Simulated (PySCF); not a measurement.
CH5GaO2, SMILES C[O][GaH][OH]. Atoms are numbered in the order given.

```xyz
9

Ga    -0.3708     0.5687     0.0000
H     -1.6266     1.4927     0.0000
O      1.3670     1.0594     0.0000
H      1.4752     2.0278     0.0000
O     -0.5836    -1.2117     0.0000
C      0.4990    -2.1233     0.0000
H      0.4441    -2.7814     0.8971
H      0.4441    -2.7814    -0.8971
H      1.4973    -1.6303     0.0000
```

Coordinates come from a PBE-D3(BJ)/def2-SVP optimisation. Other conformers were not sampled.

Level of theory: PySCF with r2SCAN/def2-TZVP.

Symmetry labels are those of the subgroup Cs that the program uses (full group Cs).

Computed valence orbital energies around the gap with their symmetry:
```tsv
orbital	symmetry	energy (eV)
HOMO−7	A'	-11.30
HOMO−6	A"	-10.73
HOMO−5	A'	-10.62
HOMO−4	A'	-9.84
HOMO−3	A'	-8.02
HOMO−2	A"	-7.78
HOMO−1	A'	-6.94
HOMO	A"	-6.53
LUMO	A"	-1.08
LUMO+1	A'	-0.78
LUMO+2	A'	0.70
LUMO+3	A'	2.04
```
